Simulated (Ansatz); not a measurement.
CH₆In, that is [InMeH3]- with one electron fewer. Total charge 0; doublet. Geometry PBE-D4/def2-TZVPD, that of the charge -1 singlet; atoms count from 1.

```tsv
atom	x (Å)	y (Å)	z (Å)
In1	-0.0126	1.0313	0.1974
C2	0.0144	-1.1749	-0.2249
H3	-0.7200	-1.4333	-1.0057
H4	-0.2334	-1.7504	0.6824
H5	1.0107	-1.4952	-0.5723
H6	1.1639	1.3916	1.5110
H7	-1.6700	1.5103	0.7105
H8	0.4471	1.9206	-1.2984
```

In the def2 sets In takes a core potential; there is no spin–orbit coupling.

(1) Estimate the Mulliken populations from the PBE0/def2-TZVPD orbitals of Ansatz.

(2) Where does the spin sit?

(3) And the Mayer bond orders between heavy atoms (over 0.3)?

Results:

(1) 
```tsv
atom	charge (e)	spin (α − β)
In1	0.37	0.08
C2	-0.60	0.71
H3	0.24	0.01
H4	0.24	0.01
H5	0.24	0.01
H6	-0.16	0.06
H7	-0.16	0.06
H8	-0.16	0.06
```
Mulliken values depend strongly on the basis. With diffuse functions, as here, like atoms can get unlike values, and bond orders can come out too low or too high.

(2) Summed by element: In 0.08, C 0.71, H 0.21, of 1 unpaired in all. Largest on single atoms: C2 0.71, In1 0.08, H8 0.06.

(3) In1–C2 0.35 (2.25 Å).
